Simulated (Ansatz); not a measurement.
Consider the ligand exchange at the Sn–C bond: `[SnH3][CH2]C1=CC1` + `N[SiH3]` → `[SiH3][NH][SnH3]` + `CC1=CC1`.

Computed with Ansatz on PBE0-D4/def2-TZVP structures; ΔE is electronic, products minus reactants. CCSD(T)/CBS adds triple-zeta CCSD(T) − MP2 to the extrapolated MP2 energy (def2 sets, frozen cores). This one scheme is used for every species. Functionals use def2-TZVPP. Elements past krypton have def2 core potentials. For Sn outer-core shells are correlated without core-valence functions, which leaves a few kJ/mol of doubt a bond. One conformer a species, not always the lowest.

`[SnH3][CH2]C1=CC1`:

```xyz
13

Sn   -1.392   -1.429    0.599
C    -0.143    0.272    1.103
C     0.489    0.793   -0.097
C     0.575    1.636   -1.074
C     1.558    0.507   -1.109
H    -2.155   -1.991    2.022
H    -0.432   -2.673   -0.063
H    -2.564   -0.928   -0.534
H    -0.779    1.014    1.590
H     0.595   -0.094    1.820
H     0.220    2.516   -1.582
H     2.603    0.684   -0.847
H     1.424   -0.306   -1.827
```

`N[SiH3]`:

```xyz
7

N    -0.969   -0.343   -0.284
Si    0.570    0.179    0.278
H    -1.035   -1.163   -0.866
H    -1.659    0.340   -0.552
H     1.268   -0.998    0.857
H     1.476    0.770   -0.752
H     0.349    1.216    1.319
```

`[SiH3][NH][SnH3]`:

```xyz
10

Si    1.301   -0.922    0.418
N     0.046    0.211    0.693
Sn   -1.309    0.873   -0.659
H     2.622   -0.441    0.915
H     1.380   -1.116   -1.057
H     1.065   -2.254    1.048
H    -0.138    0.497    1.643
H    -2.156    2.133    0.117
H    -2.365   -0.399   -1.093
H    -0.446    1.417   -2.025
```

`CC1=CC1`:

Z-matrix (Å, degrees):
```
C
C 1 1.466
H 1 1.091 2 111.7
H 1 1.094 2 110.4 3 121.1
H 1 1.094 2 110.4 3 -121.1
C 2 1.289 1 152.0 3 0.0
C 2 1.499 1 143.5 3 -180.0
H 6 1.077 2 150.1 1 0.0
H 7 1.092 2 119.7 1 -74.1
H 7 1.092 2 119.7 1 74.1
```

```csv
level,ΔE (eV)
PBE-D4,-0.11
r2SCAN-D4,-0.16
ωB97M-V,-0.19
CCSD/def2-TZVPP,-0.20
CCSD(T)/def2-TZVPP,-0.18
HF/def2-QZVPP,-0.34
SCS-MP2/def2-QZVPP,-0.21
MP2/CBS(def2),-0.15
```

**Question.** What does CCSD(T)/CBS give? (Estimate.)

**Answer.** The calculation gave: -0.19 eV. The listed levels differ from it by 0.08, 0.03, 0.00, -0.01, 0.01, -0.15, -0.02, 0.04 eV.

Largest T1 diagnostic among the species: 0.012.

In def2-TZVPP, CCSD(T) changes the Hartree–Fock value by +0.14 eV (the triples alone add +0.02 eV) and MP2 by +0.18 eV.
